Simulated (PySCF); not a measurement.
How methods differ on the electron affinity of Tl

Tl⁻ [Xe] 4f14 5d10 6s2 6p2 (3P) → Tl [Xe] 4f14 5d10 6s2 6p1 (2P), as a difference of total energies. Computed with PySCF 2.14 in aug-cc-pwCVTZ-DK3 (11s10p8d5f1g, 125 functions), with scalar relativity by spin-free X2C-1e. Correlated levels: valence: [Xe] 4f14 5d10 frozen; valence and next inner shell: [Kr] 4d10 4f14 frozen. The calculations carry no spin-orbit coupling.

```csv
method,electron affinity (eV),difference from reference (eV)
UHF,-0.015,-0.335
LDA,0.596,+0.276
PBE,0.476,+0.156
PBE0,0.412,+0.092
r2SCAN,0.474,+0.154
MP2 (valence),0.238,-0.082
SCS-MP2 (valence),0.148,-0.172
MP2 (valence and next inner shell),0.291,-0.029
SCS-MP2 (valence and next inner shell),0.167,-0.153
```

Reference: 0.320 eV (measured; photodetachment measurements, as compiled on the Wikipedia data page of electron affinities).

Spin-orbit coupling is strong in these open shells (close to jj coupling). The scalar numbers leave it out and a first-order estimate fails, so it can dominate the gap to the real levels.

Errors of the correlated levels include the incompleteness of this basis and the frozen core.

A negative affinity means that the anion lies above the atom at that level of theory.

In the anion the highest occupied orbital energy is positive at LDA, PBE, PBE0, r2SCAN, a self-interaction effect; the basis confines that electron, and the energy difference can still be sensible.
